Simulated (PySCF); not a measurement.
**Correlation energy of Ag (silver, neutral)**

[Kr] 4d10 5s1, 2S determinant. Calculation: PySCF 2.14, in x2c-TZVPPall; the spin-free X2C one-electron Hamiltonian (Gaussian nucleus). Frozen: [Ar] 3d10; 19 electrons correlated.

MP2 pair energies summed by pair of shells (mhartree):

```tsv
pair	energy	share (%)
4d-4d	-354.34	52.6
4p-4d	-173.04	25.7
4p-4p	-46.66	6.9
4s-4d	-34.61	5.1
4d-5s	-34.45	5.1
4s-4p	-22.85	3.4
4s-4s	-4.06	0.6
4p-5s	-3.42	0.5
4s-5s	-0.30	0.0
```

Total MP2 correlation energy: -673.75 mhartree.

Same-spin part -226.89 and opposite-spin part -446.86 mhartree; SCS-MP2 scales them by 1/3 and 6/5 to -611.86 mhartree.

This basis was not built for core-valence correlation, so the inner-shell part is incomplete.
